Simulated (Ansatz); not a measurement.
Calculated with Ansatz (gas phase, PBE0-D4/def2-TZVP geometries, no zero-point term in ΔE). CCSD(T)/CBS adds triple-zeta CCSD(T) − MP2 to the extrapolated MP2 energy (def2 sets, frozen cores). This one scheme is used for every species, atoms too. DFT in def2-TZVPP. No spin–orbit coupling; open shells (•) take unrestricted orbitals. Spin–orbit coupling would lower the free atoms: a little for C. Elements past krypton have def2 core potentials. For Au outer-core shells are correlated without core-valence functions, so the limit isn't a true one: a few kJ/mol of doubt a bond, and 10 to 20 or more in all where bonds break to atoms. Each species was taken in one conformer, which may not be the lowest.

Consider the atomization: `[CH3][Au-][NH3+]` → Au• + C• + 6 H• + N•.

```csv
species,ωB97M-V energy (Eh)
`[CH3][Au-][NH3+]`,-232.13032
Au•,-135.61824
C•,-37.84639
H•,-0.49411
N•,-54.59261
```

(1) Work out ΔE.

Largest T1 diagnostic among the species: 0.013.

## Answers

(1) ΔE = 6 × (-0.49411) + (-135.61824) + (-37.84639) + (-54.59261) − (-232.13032) = 1.10842 Eh = +30.16 eV. CCSD(T)/CBS gives +30.51 eV.

At CCSD(T), def2-SVP lies −1.97 eV from the extrapolated value and def2-TZVPP −0.87 eV: correlation converges slowly with the basis, and small sets miss more of it in the bonded molecule than in its fragments. From r2SCAN to r2SCAN0 (25 % exact exchange), in def2-TZVPP and without D4, ΔE moves by −0.52 eV: exact exchange takes away binding that semilocal exchange gives to molecules.

For atomizations the MP2-based limit and the directly extrapolated one differ by several kJ/mol either way, and by 10 to 25 for some Ge, Se and Sn compounds, so smaller differences from it don't rank the levels.
